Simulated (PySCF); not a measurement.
# Static response to an electric field

Species: C9H10.
Numbering: `[cH:1]1[cH:2][cH:3][c:4]([CH:5]2[CH2:6][CH2:7]2)[cH:8][cH:9]1` (hydrogens: H10 on C1; H11 on C2; H12 on C3; H13 on C5; H14, H15 on C6; H16, H17 on C7; H18 on C8; H19 on C9)

Cartesian coordinates in Å at the PBE0-D3(BJ)/def2-SVP level; atoms count from 1:
```xyz
19
C9H10 angstrom
C      2.7610   -0.0308   -0.1948
C      2.1655    1.0861   -0.7765
C      0.7805    1.2375   -0.7465
C     -0.0391    0.2796   -0.1369
C     -1.5123    0.4743   -0.1240
C     -2.3508    0.0383    1.0506
C     -2.4590   -0.6926   -0.2451
C      0.5741   -0.8397    0.4443
C      1.9573   -0.9935    0.4160
H      3.8464   -0.1525   -0.2166
H      2.7829    1.8483   -1.2585
H      0.3213    2.1175   -1.2052
H     -1.8325    1.3967   -0.6175
H     -3.1749    0.6871    1.3583
H     -1.8301   -0.4470    1.8811
H     -2.0139   -1.6889   -0.3205
H     -3.3596   -0.5589   -0.8501
H     -0.0356   -1.6075    0.9287
H      2.4122   -1.8745    0.8757
```

Level: CAM-B3LYP/def2-SVPD (PySCF), static field, nuclei fixed, core orbitals frozen in the response. The polarisability tensor in these axes (au):

```
x   132.15   1.80  -6.18
y     1.80  94.69 -14.05
z    -6.18 -14.05  78.55
```

Q: Give the principal values, the mean and the anisotropy Δα = √{½[(α1 − α2)² + (α2 − α3)² + (α1 − α3)²]}.

A: Principal values 70.10, 102.11 and 133.17 au; mean 101.79 au = 15.08 Å³ = 16.78 × 10⁻⁴⁰ C²·m²/J; Δα = 54.63 au (54 % of the mean).

Q: What is the dipole moment, and where does it point?

A: (-0.55, 0.05, 0.02) D, 0.55 D in size, pointing from the negative to the positive side. Measured along this direction, the outermost atoms are H10 at the negative end and H17 and H14 at the positive end.

Q: What are the principal values of the traceless quadrupole moment, Θ = ½Σq(3rr − r²1), about the centre of nuclear charge?

A: -7.79, 2.33, 5.46 D·Å. The values depend on the origin, since the dipole doesn't vanish. The electronic extent ⟨r²⟩ about the same centre is 1275 bohr², a root-mean-square distance of 2.36 Å for the 64 electrons.

Q: What molar refraction does this α imply?

A: Lorentz–Lorenz: R = (4π/3)N_A α = 2.5225 cm³/(mol·Å³) × 15.08 Å³ = 38.1 cm³/mol, in the limit of long wavelengths.

Q: Sum over states: ᾱ = Σ f/ω², ω in Eh. What share falls to these 10 lowest TDDFT singlets (eV, f)? 5.30, 0.0068; 5.90, 0.1124; 6.77, 0.0002; 6.84, 0.3883; 6.87, 0.8141; 7.08, 0.0000; 7.25, 0.0058; 7.31, 0.0258; 7.66, 0.0274; 7.69, 0.0100.

A: They add up to 22.41 au, 22.0 % of the 101.79 au; the largest single term is 12.78 au, from the state at 6.87 eV. Terms in order: 0.18, 2.39, 0.00, 6.14, 12.78, 0.00, 0.08, 0.36, 0.35, 0.13 au. Higher excitations give the rest. The strengths listed sum to 1.391.

Geometry: PBE0-D3(BJ)/def2-SVP, one conformer, isolated molecule.
